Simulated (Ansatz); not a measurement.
CH$_{6}$AlFGe (`[CH3][Al]([F])[GeH3]`), relaxed with RKS PBE-D4/def2-SVP in Ansatz 0.2.0 from a rough embedded geometry. The force threshold is 0.03 eV/Å; the program also tests the step.

The species carries charge 0 and has multiplicity 1.

Start:

```xyz
10

C    -0.076   -0.373   -1.844
Al    0.267   -0.799    0.012
F     0.848   -2.419    0.428
Ge   -0.113    0.778    1.761
H    -0.850   -1.014   -2.319
H     0.889   -0.437   -2.483
H    -0.412    0.693   -1.951
H    -1.187    0.277    2.732
H     1.239    1.122    2.538
H    -0.606    2.171    1.126
```

```
step  energy (eV)  largest force (eV/Å)  largest move (Å)
   1  -66940.1646                 2.129             0.000
   2  -66940.3415                 1.221             0.185
   3  -66940.3820                 0.249             0.060
   4  -66940.3872                 0.061             0.053
   5  -66940.3891                 0.040             0.049
   6  -66940.3899                 0.023             0.046
```

End:

```xyz
10

C    -0.054   -0.398   -1.954
Al    0.240   -0.739   -0.051
F     0.789   -2.277    0.379
Ge   -0.101    0.832    1.832
H    -0.779   -1.128   -2.375
H     0.891   -0.522   -2.526
H    -0.442    0.623   -2.151
H    -1.149    0.307    2.855
H     1.207    1.077    2.638
H    -0.602    2.225    1.352
```

It took 6.5 s on 4 threads of an Arm Neoverse V2 on a shared host, with 0.16 GiB of host memory at the peak.
